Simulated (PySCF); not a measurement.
Electron correlation in Ne(2+) (neon, charge +2)

[He] 2s1 2p5, high-spin 3P determinant (an excited configuration). All numbers are calculated (PySCF 2.14, scalar relativity by spin-free X2C-1e, in x2c-TZVPPall). Frozen: 1s2; 6 electrons correlated.

```json
{"level": "CCSD", "correlation energy (mhartree)": "-197.72"}
{"level": "(T)", "correlation energy (mhartree)": "-2.81"}
{"level": "CCSD(T)", "correlation energy (mhartree)": "-200.53"}
{"level": "CCSDT", "correlation energy (mhartree)": "-200.81"}
```

Diagnostics: T1 = 0.0033, D1 = 0.0084, largest double amplitude 0.048.

Q: Is a single reference adequate?

A: Yes: T1 lies below 0.03 and no double amplitude reaches 0.07.
